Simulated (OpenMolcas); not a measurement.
## Pb+: the spin-orbit constant, worked from levels

```
Program             : OpenMolcas
Basis               : ANO-RCC-VQZP [9s8p6d4f3g]
Scalar Hamiltonian  : DKH2, point nucleus
Active space        : 3 electrons in 4 orbitals (6s 6p)
State averaging     : 2S+1 = 4 odd, 1 root (0 in the spin-orbit step); 2S+1 = 2 odd, 3 roots; 2S+1 = 4 even, 3 roots; 2S+1 = 2 even, 9 roots
Spin-orbit coupling : RASSI with atomic mean-field integrals over the reference wave functions, term energies averaged over their components
```

Methods: CASSCF; SS-CASPT2, IPEA 0.25 Eh, imaginary shift 0.1 Eh (closed shells correlated: 5d). Measured levels: NIST Handbook of Basic Atomic Spectroscopic Data.

**The spin-orbit constant.** For the Hund term ²P° of p1, E(J) = (A/2) J(J+1) + constant and ζ = 2S·A = A. From J = 1/2 to J = 3/2 the energy changes by 1.5 A.

| Source | E(3/2) - E(1/2) | A | ζ |
| --- | --- | --- | --- |
| CASSCF | 12385.2 | 8256.8 | 8257 |
| SS-CASPT2 | 12385.2 | 8256.8 | 8257 |
| measured | 14081.1 | 9387.4 | 9387 |

All in cm-1. SS-CASPT2 is off by -12.0 % and CASSCF by -12.0 %. Both methods take the spin-orbit matrix elements from the reference wave functions, so the second can move ζ only through the term energies and any multistate remixing.

Over all roots computed the reference weight is 0.86 to 0.93 in SS-CASPT2; the roots of lowest weight are the least certain, and an intruder state may touch them. Some high roots are left out of the spin-orbit mixing, which shifts the levels that they would mix with. Spin-orbit splittings of 6p shells tend to come out small when the coupling is added on scalar orbitals. Measured partners are found by configuration, term and J. A level has none where our copy of the source lacks it or the pairing is in doubt (some pairs that miss far off the trend of their configuration count as doubtful), and it then counts in no deviation. Levels of configurations outside the active space are missing.

° marks odd parity.
